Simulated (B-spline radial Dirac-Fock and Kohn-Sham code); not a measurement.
Kohn-Sham estimates against Dirac-Fock for the levels of Ho¹⁸⁺

System: holmium as Ho¹⁸⁺, 1s2 2s2 2p6 3s2 3p6 3d10 4s2 4p6 4d10 4f3.

The density-functional columns are spherical, spin-unpolarised Dirac-Kohn-Sham results without Breit or QED terms: −ε is minus the orbital energy of the initial state and ΔSCF the difference of two total energies. The reference in the last column comes from Dirac-Fock ΔSCF + Breit + QED. All numbers are from a radial finite-basis atomic code, in eV; a selection of levels is shown. The Kohn-Sham columns are given as differences from the reference. For the 1s level of heavy atoms much of the gap between ΔSCF and the reference is the Breit and QED part, -250.9 eV here; for other levels the error of the functional can be larger.

```
     level  LDA −ε − DF  LDA ΔSCF − DF  Dirac-Fock
    K (1s)       -260.4         +237.9     56084.5
   L1 (2s)       -161.8          -60.6      9871.8
L2 (2p1/2)       -121.1           +4.3      9388.5
L3 (2p3/2)       -130.1          -17.4      8541.8
   M1 (3s)        -86.9          -48.0      2608.9
M2 (3p1/2)        -71.2          -30.5      2399.0
M3 (3p3/2)        -70.2          -31.7      2219.0
M4 (3d3/2)        -49.8           -6.2      1864.1
M5 (3d5/2)        -50.6           -7.8      1825.8
   N1 (4s)        -43.4          -22.6       882.1
N2 (4p1/2)        -35.5          -14.9       795.8
N3 (4p3/2)        -35.4          -15.5       751.7
N4 (4d3/2)        -21.0           -1.5       606.9
N5 (4d5/2)        -21.1           -1.8       598.4
 N6,7 (4f)        -16.5           +2.7       432.4
```

Values without a named source are computed, but for edge energies of neutral atoms, which are taken from tables.
